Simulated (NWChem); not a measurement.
Molecule: GeH3SeI; SMILES [GeH3][Se]I

Not confirmed as a minimum by frequencies. def2 effective core potentials on I; no spin-orbit coupling.

Question: Give the equilibrium geometry at PBE0/def2-SVP with def2 effective core potentials on I (NWChem) as a Z-matrix, with the point group.

Answer: point group Cs; any orientation.
```
Ge
H 1 1.5355
H 1 1.5355 2 111.07
H 1 1.5390 2 111.30 3 -124.59
Se 1 2.3690 2 109.57 3 121.21
I 5 2.5363 1 96.73 2 -60.96
```
